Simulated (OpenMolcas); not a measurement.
An atom or ion with 43 electrons was computed by SS-CASPT2, IPEA 0.25 Eh, imaginary shift 0.1 Eh with spin-orbit coupling (OpenMolcas, ANO-RCC-VQZP, DKH2). The lowest levels that the run gave, each within 12 % of the measured value where one is at hand:

```tsv
J	Parity	E (cm⁻¹)	g
9/2	even	0.0	1.329
7/2	even	2100	1.237
5/2	even	3420	1.031
3/2	even	4250	0.411
3/2	even	11320	1.635
5/2	even	11410	1.592
1/2	even	12780	2.490
9/2	even	13250	1.095
7/2	even	15320	0.893
3/2	even	16440	1.284
11/2	even	17920	1.091
1/2	even	18420	0.846
```

Which ion is it, and what are the configurations and terms?

Rh²⁺ (Z = 45, charge +2; active space 7 electrons in 10 orbitals (4d 5d)). J, parity and g give the terms where levels are pure, and mixed ones are named by the computed weights; the size of the splittings, set against known spectra of the 43-electron sequence, gives the charge. In order, with the measured energies in cm⁻¹ (the list in Shadmi, J. Res. Natl. Bur. Stand. 70A, 435 (1966)): 4d⁷ ⁴F_9/2, 4d⁷ ⁴F_7/2 (2148), 4d⁷ ⁴F_5/2 (3486), 4d⁷ ⁴F_3/2 (4322), 4d⁷ ⁴P_3/2 (10997), 4d⁷ ⁴P_5/2 (11062), 4d⁷ ⁴P_1/2, 4d⁷ ²G_9/2, 4d⁷ ²G_7/2, 4d⁷ ²P_3/2 [55 %], 4d⁷ ²H_11/2, 4d⁷ ²P_1/2.

CASPT2 breaks the degeneracy within a term, and the mean is taken; among the terms shown or strongly mixed into the levels shown the widest spread is 510 cm-1 (4d⁷ ⁴F). Active for correlation alone: 5d; no level in the range computed is led by a configuration that fills it, so any true level of that kind is missing. Computed and measured levels are paired by configuration, term and J; levels that our copy of the source lacks, or whose pairing is in doubt (as where it misses far off the trend of its configuration), stay unpaired and out of the deviations. Only configurations of the active space appear.

A share in square brackets marks a mixed level and gives the weight of the term that names it.
